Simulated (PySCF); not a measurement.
CH4BrFSi, SMILES C[SiH](F)Br. Atoms are numbered in the order given.

```xyz
8

Si    -0.2554    -0.9002     0.3619
C     -2.1031    -0.8328     0.2757
F      0.2954    -1.9182    -0.7744
Br     0.5917     1.1050    -0.0625
H      0.2835    -1.3584     1.6659
H     -2.5311    -1.8327     0.4485
H     -2.4988    -0.1447     1.0379
H     -2.4270    -0.4779    -0.7141
```

Geometry optimised at PBE0-D3(BJ)/def2-SVP.

Two levels are set side by side: PBE/pcSseg-1 (PySCF) and HF/pcSseg-1 (PySCF). GIAO shifts against CFCl3 (¹⁹F), TMS (²⁹Si), TMS (¹H), TMS (¹³C) at the same level; non-relativistic, no solvent, atoms listed together averaged. Without spin–orbit terms, shifts of atoms bonded to Cl or Br come out too high at both levels. Differences are taken from unrounded values.

```json
[
 {"quantity": "δ(²⁹Si) of Si1 (ppm)", "PBE": "34.2"},
 {"quantity": "δ(¹³C) of C2 (ppm)", "PBE": "7.9"},
 {"quantity": "δ(¹⁹F) of F3 (ppm)", "PBE": "-176.8"},
 {"quantity": "δ(¹H) of H5 (ppm)", "PBE": "6.35"}
]
```

Q: These are the PBE values. What does HF give? (An estimate is asked for; the answer gives what the named calculation found.)

A: 
```json
[
 {"quantity": "δ(²⁹Si) of Si1 (ppm)", "HF": "15.6", "PBE minus HF": "18.6"},
 {"quantity": "δ(¹³C) of C2 (ppm)", "HF": "5.8", "PBE minus HF": "2.2"},
 {"quantity": "δ(¹⁹F) of F3 (ppm)", "HF": "-128.9", "PBE minus HF": "-47.9"},
 {"quantity": "δ(¹H) of H5 (ppm)", "HF": "5.43", "PBE minus HF": "0.92"}
]
```

Rough cost on one machine, each run with all the roots and properties that it gave: HF against PBE within a factor of 2.
